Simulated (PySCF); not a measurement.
Some computed properties have been withheld. Give your best values.

Compound: C6H8NO2 (charge -1).
SMILES: `C=N/C(C(C)=O)=C(\C)[O-]`

Conformer (atom-mapped SMILES and torsion angles): `[CH2:1]=[N:2]/[C:3]([C:4]([CH3:5])=[O:6])=[C:7](\[CH3:8])[O-:9]`: C1–N2–C3–C4 0°, N2–C3–C4–C5 -179°.

| property | level | value |
| --- | --- | --- |
| rotational constants A, B, C of the GFN2-xTB geometry | GFN2-xTB | ? |
| HOMO energy | PBE0/pcSseg-1 | ? |
| LUMO energy | PBE0/pcSseg-1 | 4.26 eV |
| 13C chemical shifts (computed TMS as zero) by class | GIAO PBE0/pcSseg-1 | ? |
| 1H chemical shifts (computed TMS as zero) by class | GIAO PBE0/pcSseg-1 | ? |
| isotropic shieldings of nuclei other than C and H, by class | GIAO PBE0/pcSseg-1 | -128 (1 N), -177 (1 O), -163 (1 O) ppm |

Gas-phase values; electronic properties from PySCF, density fitting. The structure is a single GFN2-xTB conformer in the gas phase; no vibrational or solvent corrections. NMR classes are plain means over equivalent atoms (diastereotopic ones count apart unless rotation or inversion swaps them), as if these changed places fast; in this geometry the members of some classes differ. No diffuse functions stand in pcSseg-1, which bears on an anion's orbital energies.

(1) Give the 1H chemical shifts (computed TMS as zero) by class.

(2) What is the HOMO energy?

(3) What are the rotational constants A, B, C of the GFN2-xTB geometry?

(4) What are the 13C chemical shifts (computed TMS as zero) by class?

Answers

(1) 8.43 (1 H), 6.25 (1 H), 2.17 (3 H), 2.03 (3 H) ppm.

(2) -1.12 eV.

(3) 2.060, 1.678, 0.935 GHz.

(4) 196.8 (1 C), 188.6 (1 C), 126.2 (1 C), 125.1 (1 C), 37.3 (1 C), 33.8 (1 C) ppm.

The rotational constants make it an asymmetric top with κ = (2B − A − C)/(A − C) = 0.32, nearer the oblate limit (+1). With B = h/(8π²I), that is 505.379 GHz u Å² over I, the principal moments of inertia are 245.4, 301.2 and 540.4 u Å² (most abundant isotopes); the inertial defect Ic − Ia − Ib is -6.2 u Å² (zero for a rigid planar frame, negative otherwise).
